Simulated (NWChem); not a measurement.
Molecule: C2H7InO; SMILES C[O][InH][CH3]

```xyz
11

In    -0.3030     0.3490     0.0001
H     -2.0136     0.1044    -0.0003
C      1.0509     2.0117    -0.0002
H      0.8760     2.6514     0.8769
H      0.9112     2.6191    -0.9062
H      2.0796     1.6276     0.0261
O      0.7141    -1.3856     0.0009
C      0.1598    -2.6569    -0.0006
H      0.4830    -3.2346    -0.8900
H      0.4846    -3.2373     0.8864
H     -0.9516    -2.6732     0.0004
```
Atoms are numbered in this order, from 1.

Program: NWChem. Structure relaxed at the PBE0/def2-SVP (def2 core potentials past Kr) level. No frequency run checked for a minimum.

Problem. Predict the results for TPSS/STO-3G, non-relativistic. Quantities: highest occupied level (eV); orbital gap (eV); dipole (D).

Solution. 
```
Quantity                     Result
---------------------------  ------
highest occupied level (eV)   -2.08
orbital gap (eV)               3.84
dipole (D)                     0.60
```
